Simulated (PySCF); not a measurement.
PySCF job for Cl₂H₂O₂Sn, SMILES [OH][Sn]([OH])([Cl])[Cl], TDDFT-PBE/def2-SVPD. The structure is a stationary point at B3LYP-D3(BJ)/def2-SVP. A frequency run showed that this geometry is not a minimum. The structure was generated by enumeration; whether it is a known compound was not checked. The def2 effective core potentials stand for the cores of Sn; spin–orbit coupling is left out. Other conformers were not sampled.

```python
import numpy as np
from pyscf import gto, scf, dft, tdscf

mol = gto.M(
    atom='''
    O    -0.47826366   -1.88980792   -0.85376278
    Sn    0.11995188   -0.21336572   -0.01501997
    O     1.92156723   -0.59481499    0.69823542
    Cl    0.17753284    1.51855091   -1.59095108
    Cl   -1.35877110    0.41875793    1.68739116
    H     0.21534079   -2.56382906   -0.77430217
    H     2.32168684    0.17484814    1.13003772
    ''',
    basis='def2-SVPD',
    ecp={'Sn': 'def2-svp'},
    charge=0,
    spin=0,
    max_memory=1600,
    verbose=4,
)
mf = dft.RKS(mol, xc='pbe').density_fit(auxbasis='def2-universal-jkfit')
mf.grids.level = 3
mf.conv_tol = 1e-9
mf.max_cycle = 100
mf.kernel()
mf.grids = dft.Grids(mol).set(level=1).build(with_non0tab=True)  # coarser grid for the response kernel
td = tdscf.TDDFT(mf)
td.singlet = True
td.nstates = 10
td.conv_tol = 1e-4
td.positive_eig_threshold = 1e-6
td.kernel(x0=td.get_init_guess(mf, 15))
td.analyze()
tt = tdscf.TDA(mf)
tt.singlet = False
tt.nstates = 4
tt.conv_tol = 1e-4
tt.positive_eig_threshold = 1e-6
tt.kernel(x0=tt.get_init_guess(mf, 9))
tt.analyze(verbose=3)
```

Program output:

```
PySCF version 2.14.0

[INPUT] verbose = 4
[INPUT] num. atoms = 7
[INPUT] num. electrons = 74
[INPUT] charge = 0
[INPUT] spin (= nelec alpha-beta = 2S) = 0
[INPUT] symmetry False subgroup None
[INPUT] Mole.unit = angstrom
[INPUT] Symbol           X                Y                Z      unit          X                Y                Z       unit  Magmom
[INPUT]  1 O     -0.478263660000  -1.889807920000  -0.853762780000 AA   -0.903787332732  -3.571219396834  -1.613377829547 Bohr   0.0
[INPUT]  2 Sn     0.119951880000  -0.213365720000  -0.015019970000 AA    0.226676201327  -0.403202775171  -0.028383629699 Bohr   0.0
[INPUT]  3 O      1.921567230000  -0.594814990000   0.698235420000 AA    3.631235794639  -1.124037425886   1.319473714271 Bohr   0.0
[INPUT]  4 Cl     0.177532840000   1.518550910000  -1.590951080000 AA    0.335488445716   2.869645326109  -3.006461818781 Bohr   0.0
[INPUT]  5 Cl    -1.358771100000   0.418757930000   1.687391160000 AA   -2.567705244974   0.791337800190   3.188707157412 Bohr   0.0
[INPUT]  6 H      0.215340790000  -2.563829060000  -0.774302170000 AA    0.406935116547  -4.844934753601  -1.463219038956 Bohr   0.0
[INPUT]  7 H      2.321686840000   0.174848140000   1.130037720000 AA    4.387352274607   0.330415097990   2.135461801228 Bohr   0.0

nuclear repulsion = 425.424128076879
number of shells = 60
number of NR pGTOs = 243
number of NR cGTOs = 148
basis = def2-SVPD
ecp = {'Sn': 'def2-svp'}


[settings echo left out]
init E= -1262.60031266531
  HOMO = -0.666438091029195  LUMO = -0.650570573582154  gap/eV = 0.43178
cycle= 1 E= -1282.27749114559  delta_E= -19.7  |g|= 3.74  |ddm|= 12.8
  HOMO = 0.0867194732924601  LUMO = 0.0941770596566151  gap/eV = 0.20293
cycle= 2 E= -1202.30452310071  delta_E=   80  |g|= 11.5  |ddm|=  119
  HOMO = -0.450933108832211  LUMO = -0.350901636872614  gap/eV = 2.72199
cycle= 3 E= -1285.24643938664  delta_E= -82.9  |g|= 1.14  |ddm|=  119
  HOMO = -0.212364342539592  LUMO = -0.127586989948597  gap/eV = 2.30691
cycle= 4 E= -1284.78746931075  delta_E= 0.459  |g|= 1.84  |ddm|= 3.81
  HOMO = -0.260956960631659  LUMO = -0.127970431453335  gap/eV = 3.61875
cycle= 5 E= -1285.49695424289  delta_E= -0.709  |g|= 0.501  |ddm|= 2.49
  HOMO = -0.285295768206882  LUMO = -0.148755564795685  gap/eV = 3.71545
cycle= 6 E= -1285.54969113018  delta_E= -0.0527  |g|= 0.139  |ddm|= 0.873
  HOMO = -0.288766989606791  LUMO = -0.145036900557308  gap/eV = 3.91109
cycle= 7 E= -1285.55461202291  delta_E= -0.00492  |g|= 0.0346  |ddm|= 0.197
  HOMO = -0.291037355865797  LUMO = -0.146030116486351  gap/eV = 3.94585
cycle= 8 E= -1285.55474902444  delta_E= -0.000137  |g|= 0.0245  |ddm|= 0.0549
  HOMO = -0.291322962057311  LUMO = -0.146677258095423  gap/eV = 3.93601
cycle= 9 E= -1285.55487085115  delta_E= -0.000122  |g|= 0.00396  |ddm|= 0.0264
  HOMO = -0.291686609455763  LUMO = -0.146769628185687  gap/eV = 3.94339
cycle= 10 E= -1285.5548749495  delta_E= -4.1e-06  |g|= 0.000655  |ddm|= 0.00566
  HOMO = -0.291707987354567  LUMO = -0.146791862652961  gap/eV = 3.94337
cycle= 11 E= -1285.55487507846  delta_E= -1.29e-07  |g|= 0.000112  |ddm|= 0.000936
  HOMO = -0.291702899375262  LUMO = -0.1467893814756  gap/eV = 3.94330
cycle= 12 E= -1285.55487508221  delta_E= -3.74e-09  |g|= 2.21e-05  |ddm|= 0.000182
  HOMO = -0.291703022196446  LUMO = -0.146789228165233  gap/eV = 3.94331
cycle= 13 E= -1285.55487508227  delta_E= -6.78e-11  |g|= 1.5e-05  |ddm|= 5.48e-05
  HOMO = -0.291702682617253  LUMO = -0.146788927815386  gap/eV = 3.94330
Extra cycle  E= -1285.55487508207  delta_E= 2e-10  |g|= 2.84e-05  |ddm|= 7.4e-05
converged SCF energy = -1285.55487508207
tot grids = 35968
Overwritten attributes  positive_eig_threshold  of <class 'pyscf.tdscf.rks.CasidaTDDFT'>


******** <class 'pyscf.tdscf.rks.CasidaTDDFT'> for <class 'pyscf.df.df_jk.DFRKS'> ********
nstates = 10 singlet
deg_eia_thresh = 1.000e-03
wfnsym = None
conv_tol = 0.0001
eigh lindep = 1e-12
eigh level_shift = 0
eigh max_cycle = 100


Excitation energies (eV)
[4.0698173  4.16266102 4.51995147 4.58494296 4.61942188 4.64792695
 5.69241363 5.8517236  6.69008655 6.89425778]

** Singlet excitation energies and oscillator strengths **
Excited State   1:      4.06982 eV    304.64 nm  f=0.0002
      37 -> 38        0.70484
Excited State   2:      4.16266 eV    297.85 nm  f=0.0014
      36 -> 38       -0.70319
Excited State   3:      4.51995 eV    274.30 nm  f=0.0011
      33 -> 38        0.67714
      35 -> 38        0.20063
Excited State   4:      4.58494 eV    270.42 nm  f=0.0293
      31 -> 38       -0.13320
      34 -> 38        0.68738
Excited State   5:      4.61942 eV    268.40 nm  f=0.0652
      29 -> 38        0.10676
      33 -> 38       -0.20014
      35 -> 38        0.66103
Excited State   6:      4.64793 eV    266.75 nm  f=0.0202
      30 -> 38       -0.10228
      32 -> 38        0.69654
Excited State   7:      5.69241 eV    217.81 nm  f=0.0423
      31 -> 38       -0.67204
      34 -> 38       -0.11091
Excited State   8:      5.85172 eV    211.88 nm  f=0.0736
      30 -> 38        0.66644
      34 -> 39        0.10547
Excited State   9:      6.69009 eV    185.33 nm  f=0.0648
      29 -> 38       -0.60417
      33 -> 39       -0.16396
      35 -> 40        0.15423
      37 -> 39        0.23141
Excited State  10:      6.89426 eV    179.84 nm  f=0.0075
      29 -> 38        0.10607
      36 -> 39        0.35652
      37 -> 39        0.55146
      37 -> 40        0.20904

** Transition electric dipole moments (AU) **
state          X           Y           Z        Dip. S.      Osc.
  1        -0.0175     -0.0189      0.0399      0.0023      0.0002
  2         0.0458      0.0331     -0.1016      0.0135      0.0014
  3        -0.0407     -0.0302      0.0879      0.0103      0.0011
  4         0.4551      0.1126      0.2021      0.2607      0.0293
  5        -0.2807     -0.2081      0.6737      0.5760      0.0652
  6        -0.1479      0.3912      0.0516      0.1776      0.0202
  7        -0.4346     -0.2129     -0.2635      0.3037      0.0423
  8        -0.3493      0.6245      0.0369      0.5133      0.0736
  9        -0.2568     -0.1762      0.5460      0.3951      0.0648
 10         0.0873      0.0621     -0.1818      0.0445      0.0075

WARN: ECP detected. Skipping calculation of transition velocity and magnetic dipole moments, which have not yet been implemented.

Overwritten attributes  positive_eig_threshold  of <class 'pyscf.tdscf.rks.TDA'>


******** <class 'pyscf.tdscf.rks.TDA'> for <class 'pyscf.df.df_jk.DFRKS'> ********
nstates = 4 triplet
deg_eia_thresh = 1.000e-03
wfnsym = None
conv_tol = 0.0001
eigh lindep = 1e-12
eigh level_shift = 0
eigh max_cycle = 100


Excitation energies (eV)
[3.77755215 3.85670314 4.09842623 4.11131718]

** Triplet excitation energies and oscillator strengths **
Excited State   1:      3.77755 eV    328.21 nm  f=0.0000
Excited State   2:      3.85670 eV    321.48 nm  f=0.0000
Excited State   3:      4.09843 eV    302.52 nm  f=0.0000
Excited State   4:      4.11132 eV    301.57 nm  f=0.0000
```

The calculation finished and met its thresholds.

Cost: very roughly 60 core-seconds.
